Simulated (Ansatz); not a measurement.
Energy difference R1 → P1 + P2, each structure at its B3LYP-D3(BJ)/def2-TZVP stationary point, reached from a drawn start (curvature not checked).
R1: Cl3In (SMILES [Cl][In]([Cl])[Cl]), charge 0, multiplicity 1.
P1, ClIn (SMILES [Cl][In]) (charge 0, multiplicity 1):
```
atom   x (Å)   y (Å)    z (Å)
----  ------  ------  -------
In    0.0000  0.0000  -1.2205
Cl    0.0000  0.0000   1.2205
```
P2: Cl2 (SMILES ClCl), charge 0, multiplicity 1.

P less R. No zero-point or thermal terms; no spin–orbit coupling.

Frozen-core correlation throughout. In cc and def2 sets filled d and f shells under p-block atoms count as core.

The values were computed with Ansatz (Gaussian basis) for Hartree–Fock, density functionals and correlated methods. All values are computed, each at the level named. Elements past Kr take the def2 small-core potentials, without spin–orbit coupling.

Total energies in hartree:

```
structure  PBE/def2-TZVPP  r2SCAN/def2-TZVPP  CCSD(T)/def2-QZVPP
---------  --------------  -----------------  ------------------
R1           -1570.370163       -1570.915165        -1568.722843
P1            -650.248272        -650.469929         -649.117446
P2            -920.021287        -920.328115         -919.481114
```

Work out the reaction energy at each level in kcal/mol (1 hartree = 627.50947 kcal/mol), and say how far PBE/def2-TZVPP lies from CCSD(T)/def2-QZVPP.


- PBE/def2-TZVPP: (-650.248272) + (-920.021287) − (-1570.370163) = 0.100604 hartree = 63.13 kcal/mol
- r2SCAN/def2-TZVPP: (-650.469929) + (-920.328115) − (-1570.915165) = 0.117121 hartree = 73.49 kcal/mol
- CCSD(T)/def2-QZVPP: (-649.117446) + (-919.481114) − (-1568.722843) = 0.124283 hartree = 77.99 kcal/mol
PBE/def2-TZVPP less CCSD(T)/def2-QZVPP: -14.86 kcal/mol. CCSD(T)/def2-QZVPP is the level counted from, the highest shown, and no exact or measured value.

Ansatz is a quantum-chemistry and plane-wave program.
